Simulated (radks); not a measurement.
Results of a calculation; reference values are marked as such.
Valence configurations of Mn+ (all share [Ar]). Code: a radial shooting solver on a logarithmic mesh with Libxc functionals. Model: Dirac Kohn-Sham, BLYP, spin-unpolarised, spherical densities, point nucleus; open shells are shared between the two j in proportion to 2j + 1. Energies are relative to 3d5 4s1; eigenvalues in eV.

valence          E (eV)  e(3d3/2)  e(3d5/2)  e(4p1/2)  e(4p3/2)  e(4s1/2)
3d5 4s1           0.000   -14.930   -14.810         -         -   -11.947
3d5 4p1           4.775   -16.253   -16.132    -7.973    -7.895         -
3d6              -1.471   -10.819   -10.712         -         -         -
3d4 4s1 4p1       9.977   -21.508   -21.372    -8.971    -8.875   -14.278
3d4.5 4s1.5       1.878   -17.431   -17.303         -         -   -12.713
3d4 4s2           4.680   -20.199   -20.064         -         -   -13.509
3d3 4s2 4p1      19.358   -27.707   -27.555   -10.033    -9.917   -15.866
3d3 4s1 4p2      25.333   -28.906   -28.754   -10.574   -10.453   -16.530
3d5 4s0.5 4p0.5   2.368   -15.602   -15.481    -7.646    -7.571   -12.370
3d5.5 4s0.5      -1.074   -12.720   -12.607         -         -   -11.224

NIST lists [Ar] 3d5 4s1 as the ground configuration; this level of theory puts 3d6 lower, by 1.471 eV. The energies are those of spherical spin-averaged densities, not of single terms.
